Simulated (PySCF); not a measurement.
Match the calculated data to a structure.

All candidates are C7H8OS.

* Rotational structure: rotational constants A, B, C: 3.130, 0.966, 0.835 GHz [GFN2-xTB]
* NMR, other nuclei: isotropic shieldings of nuclei other than C and H, by class: 297 (1 O), 197 (1 S) ppm [GIAO PBE0/pcSseg-1]
* 1H NMR: chemical shifts (computed TMS as zero) by class: 7.87 (2 H), 7.83 (2 H), 7.73 (1 H), 2.25 (3 H) ppm [GIAO PBE0/pcSseg-1]
* 13C NMR: chemical shifts (computed TMS as zero) by class: 160.3 (1 C), 135.6 (1 C), 134.4 (2 C), 128.1 (2 C), 53.3 (1 C) ppm [GIAO PBE0/pcSseg-1]
* Dipole: 3.76 D [PBE0/pcSseg-1]

Electronic properties: PySCF, gas phase, density fitting. Levels stand in brackets. The structure is a single GFN2-xTB conformer in the gas phase; no vibrational or solvent corrections. NMR values are class means; diastereotopic atoms form classes of their own.

Question: Which candidate is it?
A. `C#CCC[S@](=O)CC#C`
B. `C[S@](=O)c1ccccc1`
C. `COc1ccc(S)cc1`
D. `COc1cccc(S)c1`

Answer: B. It is `C[S@](=O)c1ccccc1`. Numbering: `[CH3:1][S@:2](=[O:3])[c:4]1[cH:5][cH:6][cH:7][cH:8][cH:9]1`. 7 carbons fall into 5 classes; from least to most shielded: substituted aromatic carbon [C4] (160.3 ppm), aromatic CH carbon [C7] (135.6 ppm), aromatic CH carbon [C6/C8] (134.4 ppm, 2 C, up to 2.4 ppm apart in this geometry), aromatic CH carbon [C5/C9] (128.1 ppm, 2 C), S-methyl carbon [C1] (53.3 ppm). Hydrogen classes from least to most shielded: 2 H on the ortho carbons, C5/C9 (7.87 ppm, a mean of values up to 1.1 ppm apart in this geometry), 2 H on the meta carbons, C6/C8 (7.83 ppm), 1 H on the para carbon, C7 (7.73 ppm), 3 H on an S-methyl carbon, C1 (2.25 ppm, a mean of values up to 0.9 ppm apart in this geometry). The other shieldings belong to: 297 ppm, sulfinyl oxygen [O3]; 197 ppm, sulfinyl sulfur [S2]. The optimised geometry has point group C1 and is an asymmetric top.

The others, at the same levels:
- `C#CCC[S@](=O)CC#C` fails: it has 7 carbon classes against 5; its computed 13C shifts are 87.3 (1 C), 84.4 (1 C), 80.2 (1 C), 75.8 (1 C), 52.1 (1 C), 45.8 (1 C), 7.0 (1 C) ppm, 1H shifts are 3.61 (1 H), 3.42 (1 H), 3.40 (1 H), 3.03 (1 H), 2.71 (1 H), 2.23 (1 H), 1.96 (1 H), 1.42 (1 H) ppm and rotational constant A is 1.833 GHz (against 3.130 GHz).
- `COc1ccc(S)cc1` fails: its computed 13C shifts are 163.6 (1 C), 132.3 (1 C), 131.5 (2 C), 118.9 (2 C), 55.6 (1 C) ppm, 1H shifts are 7.21 (2 H), 6.87 (2 H), 3.84 (3 H), 3.47 (1 H) ppm and rotational constant A is 4.858 GHz (against 3.130 GHz).
- `COc1cccc(S)c1` fails: it has 7 carbon classes against 5; its computed 13C shifts are 167.1 (1 C), 144.1 (1 C), 135.1 (1 C), 121.7 (1 C), 121.0 (1 C), 107.6 (1 C), 55.7 (1 C) ppm, 1H shifts are 7.41 (1 H), 6.91 (1 H), 6.88 (1 H), 6.37 (1 H), 3.87 (3 H), 3.60 (1 H) ppm and smallest rotational constant is 0.652 GHz (against 0.835 GHz).

Each candidate is one conformer, not necessarily the lowest. Dipoles, sizes and rotational constants follow the conformer. The torsions of the flexible species, by atom-mapped SMILES:
- `[CH3:1][S@:2](=[O:3])[c:4]1[cH:5][cH:6][cH:7][cH:8][cH:9]1`: C1–S2–C4–C5 -81°
- `[CH:1]#[C:2][CH2:3][CH2:4][S@:5](=[O:6])[CH2:7][C:8]#[CH:9]`: C2–C3–C4–S5 -162°, C3–C4–S5–O6 37°, C4–S5–C7–C8 -56°
- `[CH3:1][O:2][c:3]1[cH:4][cH:5][c:6]([SH:7])[cH:8][cH:9]1`: C1–O2–C3–C4 -179°, H–S7–C6–C5 180°
- `[CH3:1][O:2][c:3]1[cH:4][cH:5][cH:6][c:7]([SH:8])[cH:9]1`: C1–O2–C3–C4 -1°, H–S8–C7–C6 180°
